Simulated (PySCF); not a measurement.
# Ionising NaBi

PW91; PySCF, scalar-relativistic core potentials, basis sets Na def2-SVPD, Bi def2-SVPD with ECP60. Neutral (UKS): triplet (π ↑↑), Re = 3.003 Å, ωe = 183 cm⁻¹, De = 1.28 eV, HOMO -3.72 eV, LUMO -2.79 eV.

NaBi⁺ (UKS): quartet (σ ↑, π ↑↑), Re = 3.425 Å, ωe = 96.8 cm⁻¹. The energies at the minima are -376.95398 hartree for NaBi and -376.72685 for NaBi⁺.

**Question.** Work out the adiabatic ionisation energy, without and with harmonic zero-point energies (1 hartree = 27.2114 eV, 1 eV = 8065.5 cm⁻¹), and the change of the bond length.

**Answer.** At PW91: 0.22713 hartree = 6.181 eV between the minima; the zero-point term (96.8 − 183.0)/2 cm⁻¹ = -0.005 eV makes it 6.175 eV. Re changes by +42.2 pm against the neutral. The electron leaves a σ orbital, and the ion is left as a loose complex of an ion and an atom.

These are scalar-relativistic numbers at best; spin–orbit coupling would shift them, the dissociation energy most. States were picked by a PBE0 search and need not be the measured ground states.
